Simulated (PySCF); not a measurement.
A made-up structure of CH₄SeSi, closed shell:

```
7
angstrom
C -0.7005 -0.5213 -0.3584
Si 0.6852 0.3663 0.4627
Se -0.3514 1.2272 -1.3077
H -0.4967 -1.3759 -0.9944
H 1.4364 0.3064 1.6662
H 0.4516 0.9748 1.7904
H 2.0593 -0.1559 0.2993
```

It is relaxed with PBE-D4/def2-SVP and then PBE0-D4/def2-TZVP (PySCF 2.14 with density fitting (its default auxiliary sets; JK sets also for MP2 and CCSD(T))). Atoms count as bonded within 1.22 times the sum of their covalent radii (H–H: 0.88 Å). The end point is not checked to be a true minimum.

Q: Does its bonding change? (Judge from chemistry; the calculation decides.)

A: Computed: Yes. Formed: none; broken: Si2–Se3.

Where it ends: The first stage lowers the energy by 5.29 eV in 27 steps. It ends as CH₄SeSi ([SiH3][CH][Se]):
```
atom    x (Å)    y (Å)    z (Å)
  C1  -0.1059  -0.2983  -0.5738
 Si2   0.9156   0.3433   0.8562
 Se3  -1.2293   0.6841  -1.4955
  H4  -0.0020  -1.3472  -0.8580
  H5   0.5901  -0.4518   2.0718
  H6   0.6264   1.7783   1.0749
  H7   2.3569   0.1370   0.5456
```

Labels in which every atom is bracketed show which atoms are joined, not bond orders.

For scale, one of the runs: PBE0-D4/def2-TZVP relaxation, 140 basis functions, launched by `OMP_NUM_THREADS=2 python run.py`. The run took 5.6 min on 2 CPU threads of an Arm Neoverse V1 (shared host), with 1.3 GiB of host memory at its peak.
